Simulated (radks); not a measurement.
Q: Ionisation ladder of hafnium, from Hf44+ to Hf65+. Each ion is in the ground configuration listed by NIST, and IE = E(next ion) - E(this ion). Method: scalar-relativistic Kohn-Sham, BLYP, spin-polarised, spherical densities, finite nucleus; open shells are filled with parallel spins first (spin-orbit coupling, left out, can overturn this in heavy ions); Fermi nuclear charge, rms radius 5.347 fm; computed with a radial shooting solver on a logarithmic mesh with Libxc functionals.

| species | configuration | IE, Delta-SCF (eV) | -e(HOMO) (eV) | HOMO |
|---|---|---|---|---|
| Hf44+ | [Ar] 3d10 | 3765.1 | 3706.4 | 3d |
| Hf45+ | [Ar] 3d9 | 3886.8 | 3827.6 | 3d down |
| Hf46+ | [Ar] 3d8 | 4009.7 | 3950.0 | 3d down |
| Hf47+ | [Ar] 3d7 | ? | 4073.3 | 3d down |
| Hf48+ | [Ar] 3d6 | 4257.9 | 4197.4 | 3d down |
| Hf49+ | [Ar] 3d5 | 4419.1 | 4356.4 | 3d up |
| Hf50+ | [Ar] 3d4 | 4549.0 | 4485.8 | 3d up |
| Hf51+ | [Ar] 3d3 | 4679.8 | 4616.2 | 3d up |
| Hf52+ | [Ar] 3d2 | 4811.5 | 4747.5 | 3d up |
| Hf53+ | [Ar] 3d1 | 4943.8 | 4879.5 | 3d up |
| Hf54+ | [Ar] | ? | 5391.6 | 3p |
| Hf55+ | [Ne] 3s2 3p5 | 5563.2 | 5508.1 | 3p down |
| Hf56+ | [Ne] 3s2 3p4 | 5677.7 | 5623.5 | 3p down |
| Hf57+ | [Ne] 3s2 3p3 | 5829.0 | 5771.7 | 3p up |
| Hf58+ | [Ne] 3s2 3p2 | 5948.3 | 5891.3 | 3p up |
| Hf59+ | [Ne] 3s2 3p1 | ? | 6009.7 | 3p up |
| Hf60+ | [Ne] 3s2 | 6565.4 | 6515.0 | 3s |
| Hf61+ | [Ne] 3s1 | ? | 6643.0 | 3s up |
| Hf62+ | [Ne] | 15054.9 | 14901.3 | 2p |
| Hf63+ | [He] 2s2 2p5 | 15373.6 | 15221.1 | 2p down |
| Hf64+ | [He] 2s2 2p4 | 15686.7 | 15537.5 | 2p down |
| Hf65+ | [He] 2s2 2p3 | 16110.8 | 15950.9 | 2p up |

Estimate the withheld Delta-SCF values.

A: Hf47+: 4133.4 eV (NIST 4118); Hf54+: 5447.0 eV (NIST 5350); Hf59+: 6065.6 eV (NIST 6284); Hf61+: 6694.7 eV (NIST 6674).
